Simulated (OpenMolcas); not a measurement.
# Multiconfigurational calculation on Hf3+

Input:

```
&GATEWAY
Coord
1

Hf 0.0 0.0 0.0
Basis=ANO-RCC-VDZP
Group=XYZ
NoMove
AngMom=0.0 0.0 0.0
AMFI
&SEWARD
&RASSCF
FileOrb=start.orb
Symmetry=1
Spin=2
nActEl=1 0 0
Inactive=15 19
Ras2=5 0
CIRoot=5 5 1
SDav=5
CIMx=300
Iter=120 100
PrWF=0.3
OrbListing=Nothing
MaxOrb=0
Atom
>>> COPY $Project.JobIph JOB001
&RASSI
NrOfJobIphs=1 5
1 2 3 4 5
IphNames
JOB001
EJob
SpinOrbit
DIPRint=1.0
SOCoupling=1000.0
Subsets=2
MEES
Property=10
'ANGMOM' 1 'ANGMOM' 2 'ANGMOM' 3 'MLTPL  1' 1 'MLTPL  1' 2 'MLTPL  1' 3
'AMFI' 1 'AMFI' 2 'AMFI' 3 'MLTPL  2' 6
SOProperty=3
'ANGMOM' 1 'ANGMOM' 2 'ANGMOM' 3
```

Launched by
```bash
OMP_NUM_THREADS=1 MOLCAS_MEM=2252 MOLCAS_PROJECT=a pymolcas a.inp > a.log  # once for each step of the input, in one work folder
```

A driver script runs the steps one by one and writes start.orb anew before each from the orbitals found so far.

Output, cut to the results:

```
--- SEWARD ---
Basis set label: HF.ANO-RCC...7S6P4D2F1G.

      Electronic valence basis set:
      ------------------
      Associated Effective Charge  72.000000 au
      Associated Actual Charge     72.000000 au
      Nuclear Model: Point charge

      Shell  nPrim  nBasis  Cartesian Spherical Contaminant
         s      24       7        X
         p      21       6        X
         d      15       4                 X
         f      11       2                 X
         g       4       1                 X
                  Relativistic Douglas-Kroll-Hess integrals:
                    - DKH order of Hamiltonian: 2
                    - DKH order of Properties : 0
                  Atomic mean-field integrals
--- RASSCF ---
Wave function specifications:
      -----------------------------

      Number of closed shell electrons          68
      Number of electrons in active shells       1
      Max number of holes in RAS1 space          0
      Max nr of electrons in RAS3 space          0
      Number of inactive orbitals               34
      Number of active orbitals                  5
      Number of secondary orbitals              29
      Spin quantum number                      0.5
      State symmetry                             1
Orbital specifications:
      -----------------------

      Symmetry species                           1   2
                                                ag  au
      Frozen orbitals                            0   0
      Inactive orbitals                         15  19
      Active orbitals                            5   0
      RAS1 orbitals                              0   0
      RAS2 orbitals                              5   0
      RAS3 orbitals                              0   0
      Secondary orbitals                        16  13
      Deleted orbitals                           0   0
      Number of basis functions                 36  32
      Number of CSFs                             5
      Number of root(s) required                 5
      Iter CI   SX   CI       RASSCF       Energy    max ROT     max BLB   max BLB  Level Ln srch  Step   QN
          iter iter root      energy       change     param      element    value   shift minimum  type update
 Nr of preliminary CI iterations:   1
      Total energies have been shifted. Add               -15000.00 au
        1   1    2    0   -62.50251657    0.00E+00   2.01E-08   10  20 1 -1.18E-07   0.00   0.00    SX    NO
        2   1    2    0   -62.50251657   -3.09E-11  -1.05E-08   14  27 2 -6.50E-08   0.00   0.00    SX    NO
        3   1    2    0   -62.50251657   -5.46E-12   1.51E-08   14  27 2  7.49E-08   0.00   0.00    SX    NO
        4   1    2    0   -62.50251657   -1.82E-12   1.64E-08   14  27 2 -8.39E-08   0.00   0.00    SX    NO
      Convergence after  4 iterations
        5   1    2    0   -62.50251657    7.28E-12   1.64E-08   14  27 2  9.41E-08   0.00   0.00    SX    NO
      Natural orbitals and occupation numbers for root  1
      sym 1:   1.000000  -0.000000  -0.000000  -0.000000   0.000000
      Natural orbitals and occupation numbers for root  2
      sym 1:   0.000000   0.000000  -0.000000   1.000000  -0.000000
      Natural orbitals and occupation numbers for root  3
      sym 1:   0.000000   0.000000   1.000000   0.000000   0.000000
::    RASSCF root number  1 Total energy: -15062.50251657
::    RASSCF root number  2 Total energy: -15062.50251657
::    RASSCF root number  3 Total energy: -15062.50251657
::    RASSCF root number  4 Total energy: -15062.50251657
::    RASSCF root number  5 Total energy: -15062.50251657

--- RASSI ---
SPIN-FREE ENERGIES:
  (Shifted by EMIN (a.u.) =     -15062.5025165694)

 SF State       Relative EMIN(au)   Rel lowest level(eV)    D:o, cm**(-1)      L_eff

     1             0.0000000000        0.0000000000              0.0000         2.0
     2             0.0000000000        0.0000000000              0.0000         2.0
     3             0.0000000000        0.0000000000              0.0000         2.0
     4             0.0000000000        0.0000000000              0.0000         2.0
     5             0.0000000000        0.0000000000              0.0000         2.0
     Dipole printing threshold changed to   1.00000000E+00
Eigenvalues of complex Hamiltonian:
   -----------------------------------
  (Shifted by EMIN (a.u.) =     -15062.5025165694)

 SO State       Relative EMIN(au)   Rel lowest level(eV)    D:o, cm**(-1)     J-value

     1            -0.0158938083        0.0000000000              0.0000         0.9
     2            -0.0158938083        0.0000000000              0.0000         1.0
     3            -0.0158938083        0.0000000000              0.0000         1.4
     4            -0.0158938083        0.0000000000              0.0000         1.3
     5             0.0105958722        0.7208209257           5813.8128         1.6
     6             0.0105958722        0.7208209257           5813.8128         1.7
     7             0.0105958722        0.7208209257           5813.8128         2.0
     8             0.0105958722        0.7208209257           5813.8128         2.3
     9             0.0105958722        0.7208209257           5813.8128         1.9
    10             0.0105958722        0.7208209257           5813.8128         2.2
Weights of the five most important spin-orbit-free states for each spin-orbit state.

 SO State  Total energy (au)           Spin-free states, spin, and weights
 -------------------------------------------------------------------------------------------------------
...
```

The J values that RASSI prints are effective ones from its own formula and need not be integers or half-integers; the table below assigns J from the states.

Levels above the lowest, from the spin-orbit matrix, grouped by J:

```csv
Configuration,Term,J,E (cm-1),Term weight %
5d,2D,3/2,0.0,100
5d,2D,5/2,5814,100
```

With one active electron the reference holds no correlation, so core polarisation is missing. The basis is small and was not contracted for so high a charge. Levels of configurations outside the active space are missing.

The RASSCF and RASSI steps took 4.7 s on 1 thread of Arm Neoverse V1, with other jobs on the host; the integral step is not counted.

The term weight is that of the spin-free term in the level, not the purity of its configuration.
